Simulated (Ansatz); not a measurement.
C2H6OSn, SMILES `[CH3][SnH]1[CH2][O]1`. Charge 0, multiplicity 1. Correlated methods include outer-core shells of Sn, which these sets cover unevenly. Sn: def2 effective core potential.

Z-matrix (Å, degrees):
```
C
Sn 1 2.142
H 1 1.090 2 108.8
H 1 1.089 2 109.2 3 119.8
H 1 1.090 2 109.9 3 -120.1
C 2 2.178 1 116.8 3 -88.5
O 2 2.163 1 98.7 3 -56.2
H 2 1.716 1 110.9 3 46.0
H 6 1.097 2 112.1 1 -49.3
H 6 1.096 2 112.8 1 -179.9
```

Question: Give the diagnostics of a CCSD(T)/def2-TZVPP run (frozen core, the Gaussian-basis code of Ansatz). (Best estimate.)

Answer: Ansatz gave: T1 = 0.0169, largest single amplitude 0.051, largest double 0.103, (T) share of the correlation energy 4.0 %, 12 CCSD cycles. The RHF solution is unstable towards an unrestricted one. T1 lies under the customary mark of 0.02 for closed shells.
